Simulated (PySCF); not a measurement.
# ECD: `C[C@@H]1[C@@H](O)C[Si@]1(C)F`, C5H11FOSi

Geometry:
| atom | x (Å) | y (Å) | z (Å) |
| --- | --- | --- | --- |
| C1 | -1.220 | 0.202 | 1.813 |
| C2 | -0.581 | 0.436 | 0.452 |
| C3 | -1.263 | -0.306 | -0.732 |
| O4 | -2.009 | 0.521 | -1.589 |
| C5 | -0.024 | -0.868 | -1.459 |
| Si6 | 1.085 | -0.399 | 0.012 |
| C7 | 2.732 | 0.509 | -0.142 |
| F8 | 1.349 | -1.687 | 0.976 |
| H9 | -1.194 | -0.854 | 2.068 |
| H10 | -0.686 | 0.752 | 2.585 |
| H11 | -2.260 | 0.531 | 1.818 |
| H12 | -0.585 | 1.507 | 0.234 |
| H13 | -1.891 | -1.122 | -0.347 |
| H14 | -2.716 | 0.935 | -1.083 |
| H15 | -0.120 | -1.914 | -1.737 |
| H16 | 0.149 | -0.297 | -2.368 |
| H17 | 3.101 | 0.799 | 0.837 |
| H18 | 2.648 | 1.403 | -0.750 |
| H19 | 3.475 | -0.138 | -0.596 |

Method: TDDFT PBE0/def2-SVPD circular dichroism and optical rotation, one conformer, gas phase (PySCF 2.14.0). Geometry: GFN2-xTB.

The molecule is flexible and this is one conformer; a measurement averages over conformers. States above about 7.4 eV (minus the energy of the highest occupied orbital) lie near or above the ionisation threshold and depend on the basis.

Q: Assign R or S to each stereocentre.

A: C2 R, C3 S, Si6 S.

Q: List the lowest 16 singlet excitations with oscillator and rotatory strengths.

A: Rotatory strengths R in 10⁻⁴⁰ esu² cm², velocity form and length form (origin at the centre of mass); f in length form.
```tsv
state	E (eV)	λ (nm)	f	R (velocity)	R (length)	main
1	6.56	189	0.008	-7.2	-6.9	HOMO→LUMO 0.84, HOMO→LUMO+1 0.11
2	6.83	181	0.0008	-2.3	-2.5	HOMO→LUMO+2 0.40, HOMO→LUMO+1 0.36
3	7.08	175	0.002	+9.4	+9.6	HOMO−1→LUMO 0.70, HOMO→LUMO+2 0.24
4	7.17	173	0.038	-35.7	-35.0	HOMO→LUMO+1 0.41, HOMO→LUMO+2 0.27
5	7.33	169	0.019	+12.6	+13.2	HOMO−1→LUMO+2 0.53, HOMO−1→LUMO+1 0.20
6	7.49	165	0.011	-3.1	-2.5	HOMO→LUMO+3 0.60, HOMO−1→LUMO+1 0.30
7	7.57	164	0.054	-12.7	-12.6	HOMO−1→LUMO+1 0.41, HOMO→LUMO+3 0.27
8	7.71	161	0.010	-3.2	-3.6	HOMO→LUMO+4 0.89
9	7.84	158	0.025	+21.6	+21.5	HOMO−1→LUMO+3 0.80, HOMO→LUMO+5 0.09
10	7.93	156	0.046	+5.9	+5.2	HOMO→LUMO+5 0.80, HOMO−1→LUMO+3 0.09
11	8.01	155	0.003	-10.8	-10.7	HOMO−2→LUMO 0.87
12	8.17	152	0.016	-16.7	-15.0	HOMO−1→LUMO+4 0.90
13	8.21	151	0.0001	+0.2	+1.2	HOMO−2→LUMO+2 0.47, HOMO−2→LUMO+1 0.28
14	8.26	150	0.004	-4.4	-2.3	HOMO−1→LUMO+5 0.50, HOMO→LUMO+6 0.40
15	8.33	149	0.067	-17.5	-18.0	HOMO−1→LUMO+5 0.36, HOMO→LUMO+6 0.35
16	8.47	146	0.071	-0.6	-0.6	HOMO−3→LUMO 0.35, HOMO−2→LUMO+2 0.32
```

Among the states computed, the strongest CD band (largest |R|) is state 4. The largest dissymmetry factor in size, g = 4R/(D+G), with D and G the electric and magnetic dipole strengths, is +0.068 for state 3 (velocity form, f = 0.002), among bands with |R| over 0.5. The mirror image has the same energies and oscillator strengths and all R with the opposite sign.
